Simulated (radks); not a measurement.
Exchange energies: the exact (Fock) value of the Kohn-Sham orbitals and density-functional approximations, as 100 (|E| - |E exact|)/|E exact|, negative where the magnitude is too small. Species: Ar3+ [Ne] 3s2 3p3; Te4+ [Kr] 4d10 5s2; Cs+ [Xe]; Ni27+ 1s1. Calculated with a radial shooting solver on a logarithmic mesh with Libxc functionals: non-relativistic Kohn-Sham, exchange-only LDA, spin-polarised, spherical densities, point nucleus. Every spin shell is full or empty, so the densities are truly spherical. Functionals are evaluated on that one density, not self-consistently.

| functional | Ar3+ | Te4+ | Cs+ | Ni27+ |
|---|---|---|---|---|
| exact (hartree) | -28.9482 | -167.461 | -183.809 | -8.73249 |
| LDA | -7.77 | -4.79 | -4.68 | -14.22 |
| B88 | -0.01 | +0.04 | +0.01 | -0.87 |
| PBEsol | -3.42 | -2.23 | -2.20 | -6.33 |
| revPBE | -0.14 | -0.28 | -0.31 | -0.62 |
| RPBE | -0.01 | -0.22 | -0.26 | -0.41 |
| PW91 | -0.12 | 0.00 | -0.01 | -1.79 |
| OPTX | +0.10 | +1.29 | +1.31 | -0.60 |
| AM05 | -6.81 | -4.46 | -4.38 | -11.01 |
| B86b | +0.07 | 0.00 | -0.02 | -1.14 |
| APBE | +0.57 | +0.31 | +0.28 | -0.55 |
| SCAN | +0.27 | +0.16 | +0.14 | +0.01 |
| MS2 | +0.06 | -0.59 | -0.62 | +0.01 |
| TASK | -2.97 | -2.21 | -2.19 | +0.01 |
